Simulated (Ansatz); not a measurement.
Relaxed structures of CH3FTe, singlet (PBE0-D4/def2-TZVP; forces vanish, vibrations not checked; lower isomers may exist, and structures with a doubtful reference or unclear bonds are left out; Å). Program: Ansatz 0.2.0. Basis: def2-TZVPP. Cores are frozen in the correlated methods. Filled d shells of the heavier atoms are correlated. Core potentials replace the inner electrons of the atoms past krypton. The def2 sets are not built for correlating such inner shells, so the correlated values are less sure here.

**Question.** Rank them by CCSD(T) energy, lowest first, and give each one's height above the lowest. Links in brackets join atoms within 1.22 times the sum of their covalent radii (1.1 for two metals). (Judge from chemistry; the value comes from the calculation.)
A.
CH₃FTe ([F][CH2][TeH])
```
6
angstrom
F 0.1569 -0.0523 -1.6091
C -0.0247 -0.5018 -0.3286
Te -0.9040 0.9689 0.9614
H 0.9384 -0.7941 0.0886
H -0.7101 -1.3508 -0.3405
H 0.5437 1.7301 1.2282
```
B.
a complex of CH₂Te ([CH2][Te]) + HF
```
6
angstrom
F 1.3038 0.0689 -2.4664
C -0.4974 -0.9504 0.2716
Te -0.4165 0.9890 0.3083
H -0.0219 -1.5166 -0.5228
H -1.0169 -1.5140 1.0394
H 0.8988 0.5754 -1.7884
```
C.
CH₃FTe ([CH2][TeH][F])
```
6
angstrom
F -2.2064 0.8869 1.8545
C -0.0445 -0.5494 -0.1669
Te -1.0313 1.0556 0.2666
H 0.6516 -0.9909 0.5328
H -0.4624 -1.1740 -0.9458
H 0.0836 1.6478 1.3501
```
D.
CH₃FTe ([F][CH][TeH2])
```
6
angstrom
F -0.5043 -0.3959 -1.7557
C 0.0666 -0.2287 -0.5384
Te -0.8130 1.3968 0.5636
H -2.1040 1.3284 1.7234
H -0.0797 -1.1711 0.0185
H 0.2033 1.0027 1.8094
```

**Answer.** By the calculation: A (0.0 kJ/mol), B (30.7 kJ/mol), C (132.7 kJ/mol), D (307.3 kJ/mol). Heights count from the lowest.

T1 diagnostic: at most 0.018. The restricted Hartree–Fock reference is unstable towards an unrestricted one at one or more of these structures. A large double-excitation amplitude points to some diradical character; no triplet was computed.

For scale, one of the runs: CCSD(T)/def2-TZVPP, 154 basis functions, launched by `ansatz run in.yaml --threads 2 --pin off --events-out ev --progress --plain --max-ram 4352MiB`. The run took 50 s on 2 CPU threads of an Arm Neoverse V2 (shared host), with 1.3 GiB of host memory at its peak.
